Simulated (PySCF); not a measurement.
Cl₂O₂W (SMILES [O]=[W](=[O])([Cl])[Cl]), singlet, at a GFN2-xTB geometry (such geometries of metal compounds can be far from the true shape) (core potentials on W); DF-MN15/def2-SVP run with PySCF.

The PySCF input:
```python
from pyscf import gto, scf, dft

mol = gto.M(
    atom='''
W     0.22070827   -0.04383696    0.07248437
O     1.42106711   -0.59757683   -0.95677366
O     0.71530292    0.17325209    1.65839413
Cl   -0.53569036    1.84374011   -0.68801677
Cl   -1.43039034   -1.45323815    0.04232223
''',
    basis='def2-svp',
    ecp={'W': 'def2-svp'},
    verbose=4,
)

mf = dft.RKS(mol)
mf.xc = 'mn15'
mf = mf.density_fit(auxbasis='def2-universal-jkfit')
mf.kernel()
```

The log (banner, timings and long lists left out):

```
PySCF version 2.14.0

[INPUT] verbose = 4
[INPUT] num. atoms = 5
[INPUT] num. electrons = 64
[INPUT] charge = 0
[INPUT] spin (= nelec alpha-beta = 2S) = 0
[INPUT] symmetry False subgroup None
[INPUT] Mole.unit = angstrom
[INPUT] Symbol           X                Y                Z      unit          X                Y                Z       unit  Magmom
[INPUT]  1 W      0.220708270000  -0.043836960000   0.072484370000 AA    0.417078183727  -0.082839848534   0.136975607612 Bohr   0.0
[INPUT]  2 O      1.421067110000  -0.597576830000  -0.956773660000 AA    2.685427642527  -1.129256547086  -1.808040180598 Bohr   0.0
[INPUT]  3 O      0.715302920000   0.173252090000   1.658394130000 AA    1.351726614902   0.327399000608   3.133910712286 Bohr   0.0
[INPUT]  4 Cl    -0.535690360000   1.843740110000  -0.688016770000 AA   -1.012308067970   3.484163852775  -1.300163264408 Bohr   0.0
[INPUT]  5 Cl    -1.430390340000  -1.453238150000   0.042322230000 AA   -2.703045993824  -2.746222097270   0.079977423681 Bohr   0.0

nuclear repulsion = 334.248301187683
number of shells = 40
number of NR pGTOs = 177
number of NR cGTOs = 96
basis = def2-svp
ecp = {'W': 'def2-svp'}

******** <class 'pyscf.df.df_jk.DFRKS'> ********
method = DFRKS
initial guess = minao
damping factor = 0
level_shift factor = 0
DIIS = <class 'pyscf.scf.diis.CDIIS'>
diis_start_cycle = 1
diis_space = 8
diis_damp = 0
SCF conv_tol = 1e-09
SCF conv_tol_grad = None
SCF max_cycles = 50
direct_scf = False
XC library pyscf.dft.libxc version 7.1.2
    S. Lehtola, C. Steigemann, M. J. T. Oliveira, and M. A. L. Marques,  SoftwareX 7, 1–5 (2018)
XC functionals = mn15
    H. S. Yu, X. He, S. L. Li, and D. G. Truhlar,  Chem. Sci. 7, 5032–5051 (2016)
    H. S. Yu, X. He, S. L. Li, and D. G. Truhlar,  Chem. Sci. 7, 5032–5051 (2016)
radial grids:
    Treutler-Ahlrichs [JCP 102, 346 (1995); DOI:10.1063/1.469408] (M4) radial grids

becke partition: Becke, JCP 88, 2547 (1988); DOI:10.1063/1.454033
pruning grids: <function nwchem_prune>
grids dens level: 3
symmetrized grids: False
atomic radii adjust function: <function treutler_atomic_radii_adjust>
small_rho_cutoff = 0
Set gradient conv threshold to 3.16228e-05
Initial guess from minao.
tot grids = 90232
******** <class 'pyscf.df.df.DF'> ********
auxbasis = def2-universal-jkfit
init E= -1124.79001969247
  HOMO = -0.59264757823296  LUMO = -0.323101570464116  gap/eV = 7.33472
cycle= 1 E= -1136.78505805672  delta_E=  -12  |g|= 1.52  |ddm|= 7.23
  HOMO = -0.148987156689468  LUMO = -0.122999309771443  gap/eV = 0.70717
cycle= 2 E= -1132.23050748943  delta_E= 4.55  |g|= 4.83  |ddm|= 4.18
  HOMO = -0.352184385890071  LUMO = -0.0658418488068297  gap/eV = 7.79178
cycle= 3 E= -1137.22129284777  delta_E= -4.99  |g|= 0.275  |ddm|= 3.45
  HOMO = -0.389445123150109  LUMO = -0.111283820602053  gap/eV = 7.56915
cycle= 4 E= -1137.23720655193  delta_E= -0.0159  |g|= 0.0947  |ddm|= 0.412
  HOMO = -0.385345608727618  LUMO = -0.0983063393916406  gap/eV = 7.81074
cycle= 5 E= -1137.23906668283  delta_E= -0.00186  |g|= 0.0224  |ddm|= 0.102
  HOMO = -0.383109467863032  LUMO = -0.0950139950941481  gap/eV = 7.83948
cycle= 6 E= -1137.23915710959  delta_E= -9.04e-05  |g|= 0.0102  |ddm|= 0.027
  HOMO = -0.384893231864063  LUMO = -0.0957470521300514  gap/eV = 7.86807
cycle= 7 E= -1137.23918123143  delta_E= -2.41e-05  |g|= 0.00277  |ddm|= 0.0119
  HOMO = -0.384965602441132  LUMO = -0.0957413951013564  gap/eV = 7.87019
cycle= 8 E= -1137.23918314683  delta_E= -1.92e-06  |g|= 0.000657  |ddm|= 0.00271
  HOMO = -0.38502022503939  LUMO = -0.0957477467162943  gap/eV = 7.87151
cycle= 9 E= -1137.23918327029  delta_E= -1.23e-07  |g|= 0.000249  |ddm|= 0.00102
  HOMO = -0.385019556837128  LUMO = -0.0957492179502347  gap/eV = 7.87145
cycle= 10 E= -1137.23918327582  delta_E= -5.53e-09  |g|= 0.000221  |ddm|= 0.00032
  HOMO = -0.385015026731659  LUMO = -0.0957494621817518  gap/eV = 7.87132
cycle= 11 E= -1137.23918328598  delta_E= -1.02e-08  |g|= 4.14e-05  |ddm|= 0.00017
  HOMO = -0.385018744744594  LUMO = -0.0957489784600517  gap/eV = 7.87143
cycle= 12 E= -1137.23918328674  delta_E= -7.65e-10  |g|= 4.68e-06  |ddm|= 9.06e-05
  HOMO = -0.385018460873916  LUMO = -0.0957486629639598  gap/eV = 7.87143
Extra cycle  E= -1137.23918328675  delta_E= -1.05e-11  |g|= 4.12e-06  |ddm|= 1.17e-05
converged SCF energy = -1137.23918328675
```
